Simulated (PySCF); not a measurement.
C2H9GaN, SMILES [NH3]->[Ga]([CH3])[CH3] (connectivity only; charge and spin as stated), neutral, multiplicity 2. Atoms are numbered in the order given.

```xyz
13

Ga     0.4164    -0.2104     0.0000
C     -0.5124    -0.7324     1.7229
H     -0.1279    -0.1801     2.6044
H     -0.3630    -1.8143     1.9186
H     -1.6081    -0.5544     1.6415
C     -0.5124    -0.7324    -1.7229
H     -0.1279    -0.1801    -2.6044
H     -1.6081    -0.5544    -1.6415
H     -0.3630    -1.8143    -1.9186
N     -0.2235     1.9324     0.0000
H     -1.2509     2.0221     0.0000
H      0.1274     2.4307    -0.8287
H      0.1274     2.4307     0.8287
```
Charge 0, spin multiplicity 2.

Geometry: PBE-D3(BJ)/def2-SVP. The spin state was assumed, not searched. The isomer is the one that the SMILES or the coordinates give; other isomers of the formula were not compared.

Computed with PBE-D3(BJ)/def2-SVP (PySCF 2.14.0).

Frequencies are harmonic and unscaled.

```json
[
 {"mode": "1", "ν (cm⁻¹)": "76", "IR (km/mol)": "0.0", "moving atoms (share of kinetic energy)": "H 99 %"},
 {"mode": "2", "ν (cm⁻¹)": "95", "IR (km/mol)": "0.1", "moving atoms (share of kinetic energy)": "H 99 %"},
 {"mode": "3", "ν (cm⁻¹)": "97", "IR (km/mol)": "0.1", "moving atoms (share of kinetic energy)": "H 94 %"},
 {"mode": "4", "ν (cm⁻¹)": "118", "IR (km/mol)": "3.2", "moving atoms (share of kinetic energy)": "H 34 %, C 30 %, N 28 %"},
 {"mode": "5", "ν (cm⁻¹)": "126", "IR (km/mol)": "3.7", "moving atoms (share of kinetic energy)": "C 38 %, H 35 %, N 14 %, Ga 13 %"},
 {"mode": "6", "ν (cm⁻¹)": "141", "IR (km/mol)": "0.3", "moving atoms (share of kinetic energy)": "C 40 %, H 35 %, Ga 23 %"},
 {"mode": "7", "ν (cm⁻¹)": "273", "IR (km/mol)": "9.2", "moving atoms (share of kinetic energy)": "N 67 %, Ga 18 %, H 15 %"},
 {"mode": "8", "ν (cm⁻¹)": "466", "IR (km/mol)": "5.6", "moving atoms (share of kinetic energy)": "H 66 %, C 24 %, N 8 %"},
 {"mode": "9", "ν (cm⁻¹)": "482", "IR (km/mol)": "0.5", "moving atoms (share of kinetic energy)": "H 77 %, N 11 %, C 11 %"},
 {"mode": "10", "ν (cm⁻¹)": "484", "IR (km/mol)": "20.1", "moving atoms (share of kinetic energy)": "C 48 %, H 39 %, Ga 9 %"},
 {"mode": "11", "ν (cm⁻¹)": "521", "IR (km/mol)": "51.9", "moving atoms (share of kinetic energy)": "C 50 %, H 29 %, Ga 21 %"},
 {"mode": "12", "ν (cm⁻¹)": "602", "IR (km/mol)": "0.5", "moving atoms (share of kinetic energy)": "H 84 %, C 14 %"},
 {"mode": "13", "ν (cm⁻¹)": "653", "IR (km/mol)": "32.2", "moving atoms (share of kinetic energy)": "H 79 %, C 15 %"},
 {"mode": "14", "ν (cm⁻¹)": "674", "IR (km/mol)": "38.2", "moving atoms (share of kinetic energy)": "H 78 %, C 18 %"},
 {"mode": "15", "ν (cm⁻¹)": "723", "IR (km/mol)": "62.0", "moving atoms (share of kinetic energy)": "H 76 %, C 22 %"},
 {"mode": "16", "ν (cm⁻¹)": "1108", "IR (km/mol)": "94.0", "moving atoms (share of kinetic energy)": "H 83 %, N 16 %"},
 {"mode": "17", "ν (cm⁻¹)": "1130", "IR (km/mol)": "1.4", "moving atoms (share of kinetic energy)": "H 80 %, C 20 %"},
 {"mode": "18", "ν (cm⁻¹)": "1142", "IR (km/mol)": "2.1", "moving atoms (share of kinetic energy)": "H 83 %, C 17 %"},
 {"mode": "19", "ν (cm⁻¹)": "1370", "IR (km/mol)": "0.1", "moving atoms (share of kinetic energy)": "H 95 %"},
 {"mode": "20", "ν (cm⁻¹)": "1375", "IR (km/mol)": "5.2", "moving atoms (share of kinetic energy)": "H 95 %"},
 {"mode": "21", "ν (cm⁻¹)": "1382", "IR (km/mol)": "5.3", "moving atoms (share of kinetic energy)": "H 95 %"},
 {"mode": "22", "ν (cm⁻¹)": "1390", "IR (km/mol)": "1.1", "moving atoms (share of kinetic energy)": "H 95 %"},
 {"mode": "23", "ν (cm⁻¹)": "1568", "IR (km/mol)": "20.1", "moving atoms (share of kinetic energy)": "H 95 %"},
 {"mode": "24", "ν (cm⁻¹)": "1575", "IR (km/mol)": "18.4", "moving atoms (share of kinetic energy)": "H 95 %"},
 {"mode": "25", "ν (cm⁻¹)": "2945", "IR (km/mol)": "27.0", "moving atoms (share of kinetic energy)": "H 97 %"},
 {"mode": "26", "ν (cm⁻¹)": "2946", "IR (km/mol)": "26.1", "moving atoms (share of kinetic energy)": "H 97 %"},
 {"mode": "27", "ν (cm⁻¹)": "3046", "IR (km/mol)": "7.1", "moving atoms (share of kinetic energy)": "H 91 %, C 9 %"},
 {"mode": "28", "ν (cm⁻¹)": "3047", "IR (km/mol)": "26.5", "moving atoms (share of kinetic energy)": "H 91 %, C 9 %"},
 {"mode": "29", "ν (cm⁻¹)": "3069", "IR (km/mol)": "5.0", "moving atoms (share of kinetic energy)": "H 91 %, C 9 %"},
 {"mode": "30", "ν (cm⁻¹)": "3069", "IR (km/mol)": "15.5", "moving atoms (share of kinetic energy)": "H 91 %, C 9 %"},
 {"mode": "31", "ν (cm⁻¹)": "3364", "IR (km/mol)": "0.6", "moving atoms (share of kinetic energy)": "H 98 %"},
 {"mode": "32", "ν (cm⁻¹)": "3492", "IR (km/mol)": "32.1", "moving atoms (share of kinetic energy)": "H 92 %, N 8 %"},
 {"mode": "33", "ν (cm⁻¹)": "3519", "IR (km/mol)": "28.8", "moving atoms (share of kinetic energy)": "H 92 %, N 8 %"}
]
```
